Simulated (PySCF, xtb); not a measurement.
Zr(Cl)2(OH) (Cl2HOZr), SMILES [Cl][Zr]([OH])[Cl] (connectivity only; charge and spin as stated), neutral, multiplicity 2. One conformer was computed; it need not be the lowest.

Harmonic wavenumbers (cm⁻¹) from GFN2-xTB (xtb 6.7.1) at its own minimum, in rising order: 60, 61, 91, 238, 356, 368, 407, 630, 3644.

**Question.** What does B3LYP-D3(BJ)/def2-SVP in PySCF give at its own minimum? (Estimate from the structure and the level; the computed values follow.)

**Answer.** 74, 90, 131, 311, 367, 417, 431, 747, 3941. Paired by order, the mean absolute difference is 72 cm⁻¹ and the zero-point energies are 8.4 and 9.3 kcal/mol.
